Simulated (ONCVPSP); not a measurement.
## What the settings do to the ONCV potential of In (Z = 49)

Base potential:

```
Element                 : indium
Generator               : ONCVPSP 4.0.1
Type                    : optimised norm-conserving Vanderbilt (ONCV)
Functional              : PBEsol
Relativity              : fully relativistic
Frozen core             : [Kr]
Valence charge          : 13
Reference configuration : 4d10 5s2 5p1
Partial waves           : 5s: rc 2.15 bohr, ncon 4, nbas 8, qcut 3.1 1/bohr, 3 projectors, debl 1.2 Ha; 5p: rc 2.15 bohr, ncon 4, nbas 7, qcut 3.1 1/bohr, 2 projectors, debl 2.1 Ha; 4d: rc 1.40 bohr, ncon 3, nbas 8, qcut 13.1 1/bohr, 2 projectors, debl 1.2 Ha
Local potential         : polynomial inside 1.20 bohr (lpopt 3, dvloc0 1 Ha)
Core correction         : polynomial model core, fcfact 0.6
```

Open shells are filled in proportion to 2j + 1.

All-electron outer shells of the reference configuration (PBEsol, scalar-relativistic, ld1.x):

| shell | level (eV) | outermost node (bohr) | outermost maximum (bohr) |
| --- | --- | --- | --- |
| 4s | -119.51 | 0.41 | 0.77 |
| 4p | -78.02 | 0.42 | 0.82 |
| 4d | -18.59 | 0.40 | 0.94 |
| 5s | -8.25 | 1.02 | 2.16 |
| 5p | -2.52 | 1.14 | 2.85 |

Cutoffs, loose and tight: the cutoffs (Ha) at which the residual kinetic energy of the hardest occupied pseudo-wave falls to 1 and 0.1 mHa per electron. They do not see the model core or the augmentation charge, which bear on the density cutoff. Test errors are all-electron minus pseudo excitation energies from the reference, over the configurations 4d10 5s2 5p0; 4d10 5s1 5p0; 4d10 5s0 5p0; 4d10 5s2 5p0.5. A dash means not determined; rows that change the core or the reference have their own tests. The largest error is taken over the tests solved by every variant that gives reliable tests at all: 4d10 5s1 5p0; 4d10 5s2 5p0; 4d10 5s2 5p0.5.

A true bound ghost makes a file unfit for plane-wave use even where its test errors are small: the radial tests pick states by their node count and pass the ghost by.

| change | outcome | cutoff, loose | cutoff, tight | bound ghosts | GHOST(+) flags above zero | largest test error (meV) |
| --- | --- | --- | --- | --- | --- | --- |
| base | generated | 42 Ha | 51 Ha | none | s, p3/2, p1/2 | -15 |
| p: qcut 2.4 | generated | 42 Ha | 51 Ha | none | s, p3/2, p1/2 | -15 |
| functional PBE | generated | 42 Ha | 51 Ha | none | s, p3/2, p1/2 | -15 |
| local potential polynomial inside 1.25 bohr (lpopt 5, dvloc0 -1 Ha) | generated | 42 Ha | 51 Ha | s | s, p3/2, p1/2 | -15 |
| s: nbas 7 | generated | 42 Ha | 51 Ha | none | s, p3/2, p1/2 | -15 |
| core correction none | generated | 42 Ha | 51 Ha | none | s, p3/2, p1/2 | -3.6 |
| s: qcut 3.4; p: qcut 3.4; d: qcut 14.3 | generated | 40 Ha | 46 Ha | none | s, p3/2, p1/2 | -15 |
| s: rc 1.6 | failed: optimize: ERROR ps0norm > uunorm, code will stop | – | – | – | – | – |
| s: debl 0.55 | generated | 42 Ha | 51 Ha | s | s, p3/2, p1/2 | -15 |
| local potential polynomial inside 1.20 bohr (lpopt 3, dvloc0 0 Ha) | generated | 42 Ha | 51 Ha | none | s, p3/2, p1/2 | -15 |

Question: What comes out with this change to the base: s: rc 3.12?

Answer: outcome: generated; cutoff, loose: 42 Ha; cutoff, tight: 51 Ha; bound ghosts: none; GHOST(+) flags above zero: s, p3/2, p1/2; largest test error (meV): -36.

Question: What comes out with this change to the base: p: nproj 1?

Answer: outcome: generated; cutoff, loose: 42 Ha; cutoff, tight: 51 Ha; bound ghosts: p3/2, p1/2; GHOST(+) flags above zero: s; largest test error (meV): 4 of 4 tests not solved or not reliable.

Question: What comes out with this change to the base: scalar-relativistic?

Answer: outcome: generated; cutoff, loose: 42 Ha; cutoff, tight: 50 Ha; bound ghosts: none; GHOST(+) flags above zero: s, p; largest test error (meV): -21.
